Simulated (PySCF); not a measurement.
Diatomic cations of Tl with the third period

HF with double-zeta basis sets in PySCF, for the lowest determinant that a PBE0 search found; no spin–orbit coupling. De refers to high-spin ground-configuration atoms (the charge goes to the atom of lower measured ionisation energy or higher electron affinity, which is not always the lowest computed limit). A positive dipole points towards Tl; it is taken about the centre of mass and depends on that origin.

```json
{"M": "Na", "basis": "cc-pVDZ/cc-pVDZ-PP", "reference": "UHF", "charged atom": "Na+", "state (unpaired electrons)": "doublet (σ ↑)", "Re (Å)": "3.680", "ωe (cm⁻¹)": "92.9", "De (eV)": "n/a", "μ (D)": "-9.77"}
{"M": "Al", "basis": "def2-SVP", "reference": "UHF", "charged atom": "Al+", "state (unpaired electrons)": "doublet (σ ↑)", "Re (Å)": "3.564", "ωe (cm⁻¹)": "99.3", "De (eV)": "n/a", "μ (D)": "-4.85"}
{"M": "Si", "basis": "def2-SVP", "reference": "UHF", "charged atom": "Tl+", "state (unpaired electrons)": "triplet (σ ↑, π ↑)", "Re (Å)": "3.526", "ωe (cm⁻¹)": "83.6", "De (eV)": "n/a", "μ (D)": "-1.39"}
{"M": "P", "basis": "def2-SVP", "reference": "UHF", "charged atom": "Tl+", "state (unpaired electrons)": "quartet (σ ↑, π ↑↑)", "Re (Å)": "3.676", "ωe (cm⁻¹)": "56.1", "De (eV)": "n/a", "μ (D)": "0.74"}
{"M": "S", "basis": "cc-pVDZ-PP/cc-pV(D+d)Z", "reference": "UHF", "charged atom": "Tl+", "state (unpaired electrons)": "triplet (π ↑↑)", "Re (Å)": "3.471", "ωe (cm⁻¹)": "83.1", "De (eV)": "n/a", "μ (D)": "0.33"}
{"M": "Cl", "basis": "def2-SVP", "reference": "UHF", "charged atom": "Tl+", "state (unpaired electrons)": "doublet (π ↑)", "Re (Å)": "3.489", "ωe (cm⁻¹)": "69.2", "De (eV)": "n/a", "μ (D)": "1.26"}
```

The shortest bond is that of TlS⁺ (3.471 Å), the longest that of NaTl⁺ (3.680 Å).

The rows differ in basis set, which adds steps of its own.

The state changes along the series, so neighbouring rows are not always alike in their bonding.

Spin–orbit coupling is left out, which matters for elements this heavy, above all for dissociation energies. Hartree–Fock leaves out correlation, which carries a large part of most bond energies and some tenths to 1 eV of ionisation energies. States were picked by a PBE0 search and need not be the measured ground states.
